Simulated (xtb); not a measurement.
Harmonic IR lines of one isomer of C$_{4}$H$_{9}$B, unscaled. All values below come from GFN2-xTB (xtb).

wavenumber (cm⁻¹): 798 (w), 819 (w), 830 (vs), 928 (m), 954 (w), 1084 (vw), 1185 (m), 1239 (w), 1284 (m), 1318 (vw), 1415 (w), 1639 (m), 2639 (s), 2671 (vs), 2961 (m), 2975 (m), 3028 (s), 3040 (w), 3060 (m), 3110 (m)

Task: Identify which structure gives these lines.
A. `B/C=C\CC`
B. `BC(=C)CC`
C. `BCC(=C)C`
D. `BC=C(C)C`

Result: B, `BC(=C)CC`
